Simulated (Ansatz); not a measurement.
`[NH2][SnH]([OH])[Cl]` + H₂ → `[NH2][SnH2][Cl]` + H₂O  (hydrogenolysis of the Sn–O bond)

Program: Ansatz. Geometries: PBE0-D4/def2-TZVP. ΔE: electronic, gas phase. CBS: MP2 limit from def2 TZ/QZ plus the TZ coupled-cluster correction, frozen cores. This one scheme is used for every species. def2 core potentials past Kr. For Sn outer-core shells are correlated without core-valence functions, which leaves a few kJ/mol of doubt a bond. Each species was taken in one conformer, which may not be the lowest.

`[NH2][SnH]([OH])[Cl]`:

Z-matrix (Å, degrees):
```
Sn
O 1 1.948
Cl 1 2.344 2 104.2
N 1 1.996 2 103.9 3 -119.6
H 1 1.696 2 114.1 3 117.3
H 2 0.961 1 112.2 3 -16.3
H 4 1.011 1 114.9 2 175.0
H 4 1.012 1 113.1 2 49.4
```

H₂:

Cartesian coordinates in Å:
```
H 0.214 -0.217 0.215
H -0.214 0.217 -0.215
```

`[NH2][SnH2][Cl]`:

```xyz
7

N     0.599   -1.163   -0.217
Sn   -0.192    0.559    0.450
Cl   -1.315    1.685   -1.279
H     1.299   -1.040   -0.937
H    -0.086   -1.824   -0.558
H     1.072    1.586    0.929
H    -1.376    0.197    1.611
```

H₂O:

```xyz
3

O    -0.187    0.254    0.228
H    -0.387    0.032   -0.683
H     0.574   -0.286    0.455
```

| level | ΔE (kJ/mol) |
| --- | --- |
| HF/CBS(def2) | -6.8 |
| CCSD/CBS(def2) | 4.7 |

What does CCSD(T)/CBS give? (Estimate.)

Ansatz gave: +9.5 kJ/mol. The listed levels differ from it by -16.3, -4.8 kJ/mol.

Largest T1 diagnostic among the species: 0.013.

From PBE to PBE0 (25 % exact exchange), in def2-TZVPP and without D4, ΔE moves by −7.1 kJ/mol. In def2-TZVPP, CCSD(T) changes the Hartree–Fock value by +12.8 kJ/mol (the triples alone add +4.8 kJ/mol) and MP2 by +19.2 kJ/mol.
